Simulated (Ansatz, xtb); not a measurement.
Two structures of AlHNZn

Structure a: `[Al][NH][Zn]`, a doublet. Structure b: a doublet given by its coordinates. Both are isolated molecules in the gas phase, relaxed with PBE0-D3(BJ)/def2-SVP.

a (Å):

```yaml
atoms:
  - { symbol: Al, position_ang: [-1.5550, 1.3075, 0.8843] }
  - { symbol: N, position_ang: [-0.5588, 0.1364, -0.0211] }
  - { symbol: Zn, position_ang: [0.5983, -1.2003, 0.6408] }
  - { symbol: H, position_ang: [-0.5461, 0.1050, -1.0465] }
```

b (Å):

```xyz
4

Al   -3.5232    2.3169   -0.7509
N    -3.0077    0.6717   -0.7469
Zn   -1.2622    0.1263   -0.8080
H     0.1649   -0.4317   -0.8563
```

Close contacts (Å): Al1–N2 1.72, Al1–Zn3 3.15, N2–Zn3 1.83, Zn3–H4 1.53.

Quicker runs give these differences E(b) − E(a): GFN2-xTB +21.9 kcal/mol; HF/STO-3G +39.8 kcal/mol (at GFN2-xTB geometries); r2SCAN-D4/def2-SVP +17.1 kcal/mol (at GFN2-xTB geometries).

Q: Estimate E(b) − E(a) at the level CCSD(T)/def2-SVP.

A: Calculated at CCSD(T)/def2-SVP: E(b) − E(a) = +29.5 kcal/mol, so structure a lies lower.

The same difference at several levels:

```csv
level,geometry,E(b) − E(a) (kcal/mol),departure from the last row (kcal/mol),"job, with rough time for the two"
GFN2-xTB,GFN2-xTB,+21.9,−7.6,"optimisation, 0.38 s"
HF/STO-3G,GFN2-xTB,+39.8,+10.3,"single point, 16 s"
r2SCAN-D4/def2-SVP,GFN2-xTB,+17.1,−12.5,"single point, 8.4 s"
PBE0-D3(BJ)/def2-SVP,PBE0-D3(BJ)/def2-SVP,+29.7,+0.2,"optimisation, 85 s"
HF/def2-SVP,PBE0-D3(BJ)/def2-SVP,+31.1,+1.5,part of the CCSD(T) run
MP2/def2-SVP,PBE0-D3(BJ)/def2-SVP,+41.9,+12.4,part of the CCSD(T) run
CCSD(T)/def2-SVP,PBE0-D3(BJ)/def2-SVP,+29.5,,"single point, 47 s"
```

The levels shown agree on the order. The largest departure from CCSD(T)/def2-SVP is that of r2SCAN-D4/def2-SVP, 12.5 kcal/mol. MP2 in a larger basis moves the difference by +0.6 kcal/mol, a step that isn't added because spin contamination makes open-shell MP2 unreliable in this search.

With harmonic frequencies from PBE0-D3(BJ)/def2-SVP (ideal gas, rigid rotor, one conformer each, 298.15 K, 1 atm): the zero-point term adds −2.4 kcal/mol; ΔH is +27.2 and ΔG +27.3 kcal/mol.

The T1 diagnostic of structure b is large, so the coupled-cluster value is less sure. Open shells are spin-unrestricted, with notable spin contamination under HF/STO-3G, HF/def2-SVP, MP2/def2-SVP, CCSD(T)/def2-SVP. The correlated steps freeze 11 core orbitals; the last core shell of Zn is correlated, in a basis made for valence electrons. Programs: Ansatz 0.2.0, xtb 6.7.1; the last row on 1 thread of Intel(R) Xeon(R) Platinum 8259CL CPU @ 2.50GHz (Skylake/Cascade Lake) on a shared host.
